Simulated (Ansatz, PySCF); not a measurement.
The pair A = SiH4 (SMILES [SiH4]) (first 5 atoms), B = Si2H6 (SMILES [SiH3][SiH3]); geometry from B3LYP-D3(BJ)/def2-TZVP.
(charge 0, multiplicity 1):
```xyz
13

Si    -0.0956     0.1107    -0.1592
H     -0.2077    -1.1479     0.6113
H     -1.4479     0.5939    -0.5160
H      0.6863    -0.1350    -1.3923
H      0.5919     1.1291     0.6652
Si     0.9047    -0.8834     3.8038
Si    -0.7820     0.7455     3.7819
H      0.3169    -2.2326     3.6224
H      1.6140    -0.8468     5.1065
H      1.8905    -0.6434     2.7240
H     -1.6272     0.6202     2.5702
H     -0.1892     2.1043     3.8057
H     -1.6511     0.5854     4.9737
```

Cores are frozen in the correlated methods.

Run with Ansatz (a program for electronic structure); PySCF for the dispersion terms. Each number belongs to the level named beside it.

The monomers are drawn apart, rigid, along the line of their centres of mass. Counterpoise-corrected interaction energies (kcal/mol):

```
level                    R = 5.228 Å  R = 6.497 Å
-----------------------  -----------  -----------
PBE/def2-TZVPPD              -0.2271      -0.0365
PBE-D3(BJ)/def2-TZVPPD       -0.7761      -0.1902
wB97M-V/def2-TZVPPD          -0.5417      -0.1495
CCSD(T)/aug-cc-pV(D+d)Z      -0.5379      -0.1435
```

R is the distance of the centres of mass. Find the local exponent m of E ∝ R⁻ᵐ between the two points.


m = ln(E₁/E₂)/ln(R₂/R₁): PBE/def2-TZVPPD 8.4; PBE-D3(BJ)/def2-TZVPPD 6.5; wB97M-V/def2-TZVPPD 5.9; CCSD(T)/aug-cc-pV(D+d)Z 6.1. For scale, two fixed dipoles give m = 3, dipole and quadrupole 4, quadrupoles 5, and dispersion or dipole-induced dipole 6 at long range; at these distances several terms mix, and what is left of overlap and damping shifts m, so it need not match one of them.
